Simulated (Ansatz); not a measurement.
Molecule: C3H10O2Si (charge 0, singlet). 
Coordinates optimised at B3LYP-D3(BJ)/def2-TZVP (Ansatz, a program for electronic structure):
SMILES: C(C[SiH2]OC)O
```xyz
16

C      3.2394    -0.3270    -0.0872
O      1.8970    -0.1228    -0.4929
Si     0.6174    -0.1495     0.5441
C     -0.9148     0.1704    -0.4770
C     -2.2053     0.1823     0.3187
O     -3.2848     0.4357    -0.5812
H      3.5571     0.4325     0.6347
H      3.3733    -1.3162     0.3628
H      3.8752    -0.2566    -0.9695
H      0.5426    -1.4675     1.2321
H      0.7902     0.8872     1.5983
H     -0.7949     1.1302    -0.9876
H     -0.9763    -0.5951    -1.2559
H     -2.1670     0.9589     1.0931
H     -2.3500    -0.7819     0.8224
H     -4.1083     0.4447    -0.0820
```
Charge 0, spin multiplicity 1.

Property: atomisation energy (electronic, to ground-state atoms), in kcal/mol. Correlated levels leave the core frozen unless marked. UHF or UKS for open shells. Spin-orbit coupling is left out. Non-relativistic. The coupled-cluster limit lacks core correlation, which all-electron functionals hold. Basis-set limits of correlation are two-point, X^-3; Hartree-Fock from the larger set.

| level | program | atomisation energy (kcal/mol) |
|---|---|---|
| HSE06/def2-TZVPD | Ansatz | 1430.3 |
| LC-wPBE-D4/def2-TZVPD | Ansatz + dftd4 | [?] |
| SCS-MP2/aug-cc-pV(T+d)Z | Ansatz | 1427.8 |
| SCS-MP2/cc-pV(T+d)Z | Ansatz | 1418.1 |
| CCSD/cc-pV(D+d)Z | Ansatz | 1311.9 |
| CCSD(T)/CBS(cc-pV(T+d)Z,cc-pV(Q+d)Z) | Ansatz | [?] |

Question: What belongs in the gaps?

Answer: 
- LC-wPBE-D4/def2-TZVPD, atomisation energy (kcal/mol): 1438.9
- CCSD(T)/CBS(cc-pV(T+d)Z,cc-pV(Q+d)Z), atomisation energy (kcal/mol): 1439.8
